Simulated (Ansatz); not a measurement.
BH4N (SMILES BN), charge 0, multiplicity 1, relaxed at each level with Ansatz (a program for electronic structure); harmonic frequencies from differences of analytic forces, average atomic masses, frozen cores.

Question: Give the equilibrium geometry, the harmonic frequencies and the zero-point energy at B3LYP/def2-TZVPP.

Answer: 
(charge 0, multiplicity 1):
```xyz
6

B      0.777     0.023    -0.007
N     -0.610    -0.018     0.006
H      1.386    -1.002    -0.030
H      1.325     1.081     0.005
H     -1.187     0.806     0.025
H     -1.138    -0.874    -0.003
```
Frequencies (cm⁻¹): 626, 750, 857, 1020, 1141, 1159, 1366, 1649, 2580, 2657, 3587, 3676. Zero-point energy 30.12 kcal/mol.

Question: Give the equilibrium geometry, the harmonic frequencies and the zero-point energy at CCSD(T)/cc-pVTZ.

Answer: 
(charge 0, multiplicity 1):
```xyz
6

B      0.77993     0.02277    -0.00721
N     -0.61332    -0.01790     0.00567
H      1.38656    -1.00583    -0.02978
H      1.32585     1.08501     0.00470
H     -1.18762     0.80728     0.02463
H     -1.13876    -0.87519    -0.00312
```
Frequencies (cm⁻¹): 609, 741, 863, 1017, 1144, 1164, 1375, 1650, 2586, 2666, 3609, 3710. Zero-point energy 30.21 kcal/mol.
